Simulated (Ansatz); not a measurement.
Calculated with Ansatz (gas phase, PBE0-D4/def2-TZVP geometries, no zero-point term in ΔE). CBS: MP2 limit from def2 TZ/QZ plus the TZ coupled-cluster correction, frozen cores. DFT in def2-TZVPP. For Zn outer-core shells are correlated without core-valence functions, which leaves a few kJ/mol of doubt a bond. Scalar relativity is left out up to krypton. Each species was taken in one conformer, which may not be the lowest.

`[NH2][Zn][AlH][F]` + `C[SiH2]N` → `[NH2][Zn][NH2]` + `C[SiH2][AlH][F]`  (redistribution)

```csv
species,LDA (SPW92) energy (Eh)
`[NH2][Zn][AlH][F]`,-2173.34473
`C[SiH2]N`,-384.61281
`[NH2][Zn][NH2]`,-1887.56845
`C[SiH2][AlH][F]`,-670.36485
```

(1) Work out ΔE.

Largest T1 diagnostic among the species: 0.016.

## Answers

(1) ΔE = (-1887.56845) + (-670.36485) − (-2173.34473) − (-384.61281) = 0.02424 Eh = +63.6 kJ/mol. CCSD(T)/CBS gives +68.6 kJ/mol.

From PBE to PBE0 (25 % exact exchange), in def2-TZVPP and without D4, ΔE moves by +5.7 kJ/mol. Leaving LDA and LC-ωPBE aside and taking each functional with its dispersion term where it has one, the values, not all of them listed here, spread over 19.3 kJ/mol, from PBE-D4 to BHLYP-D4.
